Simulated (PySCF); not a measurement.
Se(SeH)(OSiH3) (H₄OSe₂Si), SMILES O([Se][SeH])[SiH3].

Geometry: PBE0-D3(BJ)/def2-SVP. The structure was generated by enumeration, and PubChem lists no compound with its InChIKey, so it may never have been made. One conformer was computed; it need not be the lowest.

The numbers are results of PBE0-D3(BJ)/def2-SVP (PySCF 2.14.0), not measurements.

Frequencies are harmonic and unscaled.

| mode | ν (cm⁻¹) | IR (km/mol) | Raman (Å⁴/amu) | depolarisation | moving atoms (share of kinetic energy) |
|---|---|---|---|---|---|
| 1 | 57 | 0.7 | 1.1 | 0.63 | Se 35 %, Si 34 %, H 23 %, O 8 % |
| 2 | 96 | 0.1 | 0.8 | 0.55 | H 76 %, Se 13 %, Si 8 % |
| 3 | 150 | 1.7 | 0.6 | 0.32 | Si 34 %, O 28 %, H 22 %, Se 16 % |
| 4 | 209 | 3.4 | 4.3 | 0.61 | O 62 %, Se 24 %, H 12 % |
| 5 | 300 | 7.5 | 5.9 | 0.30 | Se 98 % |
| 6 | 350 | 9.0 | 11.7 | 0.72 | H 93 % |
| 7 | 541 | 27.7 | 24.3 | 0.31 | O 51 %, Se 19 %, H 18 %, Si 13 % |
| 8 | 708 | 36.1 | 9.2 | 0.73 | H 84 %, Si 8 % |
| 9 | 726 | 67.0 | 8.5 | 0.23 | H 72 %, O 18 %, Si 10 % |
| 10 | 747 | 15.3 | 35.6 | 0.58 | H 97 % |
| 11 | 878 | 378.4 | 1.4 | 0.67 | O 71 %, Si 27 % |
| 12 | 933 | 72.9 | 24.0 | 0.75 | H 96 % |
| 13 | 946 | 121.1 | 16.2 | 0.73 | H 95 % |
| 14 | 974 | 168.5 | 15.5 | 0.74 | H 93 % |
| 15 | 2236 | 94.7 | 164.7 | 0.12 | H 98 % |
| 16 | 2239 | 86.2 | 56.6 | 0.32 | H 96 % |
| 17 | 2265 | 121.8 | 194.4 | 0.31 | H 96 % |
| 18 | 2401 | 15.3 | 224.8 | 0.29 | H 99 % |
